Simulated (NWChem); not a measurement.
System: SiHF₃; SMILES F[SiH](F)F

```xyz
5

Si     0.0000     0.0000     0.3275
F      1.4431    -0.3847    -0.2431
F     -1.0547    -1.0574    -0.2431
F     -0.3884     1.4421    -0.2431
H      0.0000     0.0000     1.7936
```
Atoms are numbered in this order, from 1.

All runs use the structure optimised with PBE0/def2-SVP.

Q: List the 4 lowest vertical singlet excitations from B3LYP/aug-cc-pVDZ, TDA (NWChem).

A: 
```json
[
 {"state": "S1", "energy (eV)": "10.13", "oscillator strength": "0.077", "leading excitation (squared amplitude)": "HOMO → LUMO+1 (0.80)"},
 {"state": "S2", "energy (eV)": "10.13", "oscillator strength": "0.077", "leading excitation (squared amplitude)": "HOMO → LUMO+2 (0.80)"},
 {"state": "S3", "energy (eV)": "10.24", "oscillator strength": "0.157", "leading excitation (squared amplitude)": "HOMO → LUMO (0.97)"},
 {"state": "S4", "energy (eV)": "10.46", "oscillator strength": "0.118", "leading excitation (squared amplitude)": "HOMO → LUMO+3 (0.98)"}
]
```
